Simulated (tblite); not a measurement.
C4H6F2O2Si.
Z-matrix (Å and degrees, GFN2-xTB geometry), rows numbered from 1:
```
O 
Si  1  1.6115
O   2  1.6628  1  103.15
C   3  1.3009  2  128.97  1   177.12
C   4  1.3120  3  151.80  2    -7.60
C   5  1.4705  4  151.53  3     3.63
F   6  1.3751  5  110.41  4    -7.03
C   4  1.4775  3  143.91  2   171.79
F   8  1.3900  4  118.64  5   104.86
H   1  0.9547  2  122.52  3    33.58
H   2  1.4502  1  105.78  3   116.25
H   2  1.4575  1  112.98  3  -115.62
H   6  1.0979  5  111.45  4  -125.69
H   6  1.0977  5  111.15  4   111.64
H   8  1.0845  4  125.82  5  -109.89
```

Level: GFN2-xTB in tblite, geometry and Hessian alike; calculated harmonic values, unscaled, isolated species. The method is semi-empirical: single wavenumbers can be off by several per cent or more. Modes of hydrogen on silicon can be 10 to 20 % off. One conformer, not necessarily the lowest.

Harmonic wavenumbers (cm⁻¹): 38.3, 44.9, 53.5, 66.1, 134.6, 161.2, 192.9, 221.8, 269.3, 370.7, 411.7, 533.0, 558.1, 568.6, 599.5, 647.7, 748.0, 788.7, 795.5, 846.7, 901.1, 925.0, 942.5, 960.4, 970.3, 1023.4, 1181.5, 1193.8, 1265.8, 1294.0, 1348.6, 1416.8, 1990.8, 2301.1, 2373.3, 2900.2, 2916.5, 3002.8, 3649.1.

A = 1721, B = 823.3, C = 581.8 MHz; mass 152.011 u (most abundant isotopes); point group C1, symmetry number 1.

Q: What is the zero-point energy?

A: ½Σν̃ = 20304 cm⁻¹ = 242.89 kJ/mol.

Q: Give the ideal-gas entropy at 500 K and 1 bar in the rigid-rotor, harmonic-oscillator model (classical rotation).

A: Translation 182.26, rotation 133.41, vibration 236.95: S = 552.6 J/(mol K).

Q: And Cp and H(500 K) − H(0)?

A: Cp = 224.53 J/(mol K), of which vibrations give 191.27 (their classical limit is 39 R = 324.3); H(500 K) − H(0) = 71.71 kJ/mol without the zero-point energy, 55.08 from vibrations.

Q: What must be added to the electronic energy to get the Gibbs energy at 500 K and 1 bar?

A: ZPE + [H(500 K) − H(0)] − T·S = 242.89 + 71.71 − 276.31 = 38.29 kJ/mol.

Q: Which modes carry the vibrational entropy at 500 K?

A: 38.3 cm⁻¹: 26.66; 44.9 cm⁻¹: 25.33; 53.5 cm⁻¹: 23.88; 66.1 cm⁻¹: 22.13; 134.6 cm⁻¹: 16.25; 161.2 cm⁻¹: 14.78 J/(mol K); the other 33 give 107.92 together.

Q: How do the functions run with temperature in this model?

A: 
| T (K) | S (J/(mol K)) | Cp (J/(mol K)) | H − H(0) (kJ/mol) | G − H(0) (kJ/mol) | ln q(vib) |
| --- | --- | --- | --- | --- | --- |
| 100 | 319.2 | 90.3 | 6.45 | -25.47 | 3.11 |
| 200 | 393.5 | 128.4 | 17.38 | -61.32 | 6.57 |
| 300 | 452.8 | 166.4 | 32.15 | -103.71 | 9.65 |
| 800 | 669.9 | 273.3 | 147.17 | -388.79 | 22.60 |
| 1000 | 733.2 | 292.9 | 203.90 | -529.26 | 26.92 |

q(vib) and H(0) count from the zero-point level.

Hindered rotation and anharmonicity are outside this model. Other conformers, if any are populated, would add a mixing term that is left out. The structure is chiral; the term R ln 2 for an equal mix with its mirror image is left out.

Hardware: an Arm Neoverse V1 with one thread, no GPU (shared host). Cost: 0.52 s of wall time. This covers the Hessian and the dipole derivatives.
